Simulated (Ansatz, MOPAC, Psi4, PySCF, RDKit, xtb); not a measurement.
Two geometries of SMILES Cc1ccc(N)cc1, relaxed at B3LYP-D3(BJ)/def2-SVP with one dihedral held; other torsions can differ between them too.

Structure A

```
17

C     -2.7037     0.1840    -0.0742
C     -1.2030     0.0495     0.0026
C     -0.3985     1.0985     0.4736
C      0.9853     0.9774     0.5785
C      1.6309    -0.2165     0.2021
N      3.0035    -0.3595     0.3504
C      0.8329    -1.2725    -0.2753
C     -0.5518    -1.1348    -0.3688
H     -3.1389    -0.5523    -0.7670
H     -3.0034     1.1874    -0.4165
H     -3.1764     0.0248     0.9113
H     -0.8683     2.0415     0.7689
H      1.5798     1.8147     0.9549
H      3.4357    -1.1299    -0.1444
H      3.5556     0.4893     0.3432
H      1.3074    -2.2105    -0.5777
H     -1.1418    -1.9746    -0.7476
```

Structure B

```
17

C     -2.6943     0.1866    -0.0895
C     -1.1953     0.0465     0.0057
C     -0.3968     1.0866     0.5030
C      0.9879     0.9615     0.6119
C      1.6311    -0.2340     0.2453
N      3.0151    -0.3944     0.3833
C      0.8382    -1.2813    -0.2570
C     -0.5428    -1.1346    -0.3777
H     -3.1246    -0.5523    -0.7823
H     -2.9855     1.1894    -0.4410
H     -3.1774     0.0358     0.8921
H     -0.8675     2.0284     0.8002
H      1.5825     1.7999     0.9866
H      3.4664    -0.8174    -0.4231
H      3.4975     0.4644     0.6309
H      1.3165    -2.2202    -0.5486
H     -1.1313    -1.9662    -0.7761
```

**Question.** Which is lower in energy at the level Ansatz (a quantum-chemistry and plane-wave program) with CCSD(T) on RHF/cc-pVDZ, frozen core // B3LYP-D3(BJ)/def2-SVP, and by how much?

**Answer.** B is lower, by 1.31 kJ/mol (dihedral C4–C5–N6–H14: -165° in A, -135° in B).

E(B) − E(A) in kJ/mol at the other levels, on the same two geometries: MMFF94 // B3LYP-D3(BJ)/def2-SVP (RDKit) 3.46; B3LYP/def2-TZVP // B3LYP-D3(BJ)/def2-SVP (Psi4) 2.24; B3LYP-D3(BJ)/def2-TZVP // B3LYP-D3(BJ)/def2-SVP (Psi4) 2.17; PBE/def2-TZVP // B3LYP-D3(BJ)/def2-SVP (Psi4) 2.42; PBE-D3(BJ)/def2-TZVP // B3LYP-D3(BJ)/def2-SVP (Psi4) 2.38; wB97M-V/def2-TZVP // B3LYP-D3(BJ)/def2-SVP (Psi4) 1.46; RHF/cc-pVDZ // B3LYP-D3(BJ)/def2-SVP (Ansatz) -0.29; MP2 on RHF/cc-pVDZ, frozen core // B3LYP-D3(BJ)/def2-SVP (Ansatz) -0.76; CCSD on RHF/cc-pVDZ, frozen core // B3LYP-D3(BJ)/def2-SVP (Ansatz) -1.19; RHF/cc-pVTZ // B3LYP-D3(BJ)/def2-SVP (Ansatz) 0.73; MP2 on RHF/cc-pVTZ, frozen core // B3LYP-D3(BJ)/def2-SVP (Ansatz) 0.35; UFF // B3LYP-D3(BJ)/def2-SVP (RDKit) 13.58; PM7, restricted, heats of formation // B3LYP-D3(BJ)/def2-SVP (MOPAC) 4.62; AM1, restricted, heats of formation // B3LYP-D3(BJ)/def2-SVP (MOPAC) 1.40; GFN1-xTB // B3LYP-D3(BJ)/def2-SVP (xtb) 2.74; restricted B3LYP/6-31G*, spherical d, density fitting // B3LYP-D3(BJ)/def2-SVP (PySCF) 1.48; restricted Hartree-Fock/6-31G*, spherical d, density fitting // B3LYP-D3(BJ)/def2-SVP (PySCF) 0.19; restricted Hartree-Fock/STO-3G // B3LYP-D3(BJ)/def2-SVP (PySCF) -2.19; restricted B3LYP/3-21G // B3LYP-D3(BJ)/def2-SVP (PySCF) 6.76.
